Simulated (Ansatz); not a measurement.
CeO$_{2}$, charge +1, doublet (typed; the unrestricted solution is spin-contaminated), geometry from GFN2-xTB (such geometries of metal compounds can be far from the true shape) (the multiplicity is a formal guess) (core potentials on Ce). Base run: Ansatz (an electronic-structure program) with PBE/def2-SV(P).

Geometry (Å):
```xyz
3

Ce    -0.0099     0.0051    -0.0105
O      1.6872     0.3096    -1.3565
O     -1.6154    -0.3467     1.4327
```
Charge +1, spin multiplicity 2.
Orbitals are unrestricted.
All else is at Ansatz's defaults.

The base run was repeated with changes; each row names its change, and settings that it needs were set with it.

| change | basis functions | E (Eh) | outcome |
|---|---|---|---|
| base | 97 | -624.91484 | converged |
| basis = ANO-RCC-VDZP; relativity = spin-free X2C; nucleus = Gaussian | 96 | -9009.26577 | converged |
| basis = ANO-RCC-VDZP; relativity = none | - | - | cut at the time limit |
| basis = x2c-SVPall; relativity = none | - | - | cut at the time limit |
| basis = x2c-SVPall; relativity = spin-free X2C | 113 | -9009.45233 | converged |
| basis = ANO-RCC-VDZP; relativity = spin-free X2C | 96 | -9009.69223 | converged |
| basis = x2c-SVPall; relativity = spin-free X2C; nucleus = Gaussian | 113 | -9009.11186 | converged |

Absolute energies of different levels of theory aren't comparable as measures of quality.

Basis sets contracted for a relativistic Hamiltonian are a mismatch without it, so the rows without relativity aren't non-relativistic limits. No row has spin-orbit coupling; sets with core potentials leave out the core electrons.
